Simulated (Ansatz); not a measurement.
Relaxation of a periodic cell of 23 atoms, H₁₄CO₈ (contents 6 H2O + 1 HCOOH, density as packed 1.05 g/cm³ with natural masses), to a largest force component of 0.3 eV/Å in at most 15 steps.

Level of theory: DFT PBE, scalar-relativistic, plane waves, PAW (Ansatz). Settings: cutoff 420 eV, k mesh 1x1x1, fermi-dirac smearing 0.05 eV, no spin polarisation.

```xyz
23
Lattice="6.2403 0.0000 0.0000 0.0000 6.2403 0.0000 0.0000 0.0000 6.2403" Properties=species:S:1:pos:R:3
O 4.600 0.952 4.389
H 3.742 1.314 4.654
H 4.373 0.215 3.803
O 3.113 5.136 2.418
H 3.003 5.917 1.856
H 2.990 4.391 1.811
O 0.174 2.788 6.054
H 0.096 2.819 5.089
H 0.929 2.201 6.209
O 4.722 5.267 5.767
H 4.779 4.311 5.620
H 3.807 5.405 6.055
O 0.975 5.802 -0.043
H 1.350 6.229 0.741
H 1.747 5.448 -0.509
O 2.811 2.202 1.799
H 2.108 2.595 2.336
H 3.617 2.369 2.308
O 0.378 -0.856 2.990
C -0.133 0.187 2.301
O 0.105 1.354 2.524
H 0.958 -0.468 3.678
H -0.795 -0.187 1.511
```

Q: Where does it end, and by what steps?

A: It converged. The threshold is loose, so the end isn't yet a minimum. Limits of this set-up: coarse k mesh. After 12 steps the energy has fallen by 3.643 eV; H15 moved furthest, 1.31 Å.

| step | energy less start (eV) | largest force component (eV/Å) | accepted |
| --- | --- | --- | --- |
| 0 | 0.0000 | 1.457 | yes |
| 1 | -0.7217 | 1.301 | yes |
| 2 | -1.1576 | 2.372 | yes |
| 3 | -1.7542 | 1.861 | yes |
| 4 | -2.1301 | 1.546 | yes |
| 5 | -2.4825 | 1.239 | yes |
| 6 | -2.7395 | 2.463 | yes |
| 7 | -2.9851 | 1.736 | yes |
| 8 | -3.2207 | 0.859 | yes |
| 9 | -3.3719 | 0.652 | yes |
| 10 | -3.4641 | 1.036 | yes |
| 11 | -3.5662 | 0.556 | yes |
| 12 | -3.6434 | 0.283 | yes |

```xyz
23
Lattice="6.2403 0.0000 0.0000 0.0000 6.2403 0.0000 0.0000 0.0000 6.2403" Properties=species:S:1:pos:R:3
O 4.420 1.560 4.569
H 3.679 1.876 5.115
H 4.557 0.630 4.904
O 2.699 5.149 1.968
H 3.419 5.418 1.360
H 2.898 4.182 2.084
O -0.082 3.188 5.895
H -0.598 2.561 5.319
H 0.131 2.663 6.699
O 4.418 5.433 5.918
H 5.038 4.664 5.929
H 3.558 5.088 5.568
O 1.755 5.103 -0.791
H 1.807 5.326 0.169
H 1.150 4.316 -0.790
O 3.352 2.435 2.026
H 2.486 1.966 2.004
H 3.772 2.106 2.852
O 0.186 -0.321 3.190
C -0.023 0.544 2.219
O 0.769 1.378 1.782
H 1.120 -0.315 3.540
H -1.060 0.437 1.829
```

Run time: 13 s on 1 thread of AMD EPYC 9B14 (Zen 4), with other jobs on the host, peak memory 0.41 GiB.
